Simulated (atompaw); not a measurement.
## fluorine (F) PAW (atompaw): all-electron and pseudo phase curves

- Element: fluorine (F)
- Generator: atompaw 4.2.0.5
- Type: PAW
- Functional: PBE
- Relativity: scalar-relativistic
- Frozen core: [He]
- Valence charge: 7
- Reference configuration: 2s2 2p3 (charge +2)
- Partial waves: 2s (bound); 2s channel at -4.5 Ry; 2p (bound); 2p channel at -3.3 Ry
- Local potential: bessel scheme, radius 1.30 bohr
- Core correction: smooth core density matched at 0.95 bohr
- Augmentation charge: gaussian compensation charge, radius 1.15 bohr; PAW radius 1.45 bohr; waves and projectors: bloechl

The phase is arctan(r·u′/u) with u = r·R(r), unwrapped; energies in Ry, scanned from -7 to 5 Ry. A pole is an energy at which the radial function vanishes at the test radius. The pseudo phase is shifted by a multiple of π to meet the all-electron one at the reference energy, and phase errors are pseudo minus all-electron; the curves can meet again beyond the range given. Levels narrower than the energy grid can be missing from the lists of poles.

| channel | radius (bohr) | reference energy (Ry) | poles, all-electron | poles, pseudo | unbroken range about the reference energy with phases within 0.05 rad | phase error 1 Ry above the reference energy (rad) |
| --- | --- | --- | --- | --- | --- | --- |
| s | 1.46 | -5.00 | -3.75 | -3.75, -1.89 | below -2.3 | -0.000 |
| p | 1.46 | -3.60 | -2.52 | -2.53, 0.91 | below -0.6 | -0.000 |

Phases in the p channel:

```csv
E (Ry),all-electron,pseudo
-7.00,1.202,1.199
-6.52,1.167,1.163
-6.04,1.116,1.113
-5.56,1.039,1.037
-5.08,0.904,0.902
-4.60,0.613,0.611
-4.12,-0.129,-0.129
-3.64,-1.000,-1.000
-3.16,-1.371,-1.371
-2.68,-1.535,-1.536
-2.20,-1.630,-1.631
-1.72,-1.696,-1.700
-1.24,-1.748,-1.759
-0.76,-1.795,-1.825
-0.28,-1.841,-1.929
0.20,-1.888,-2.344
0.68,-1.942,-4.523
1.16,-2.006,-4.800
1.64,-2.087,-4.887
2.12,-2.193,-4.941
2.60,-2.342,-4.984
3.08,-2.557,-5.025
3.56,-2.864,-5.066
4.04,-3.249,-5.109
4.52,-3.624,-5.157
5.00,-3.911,-5.212
```
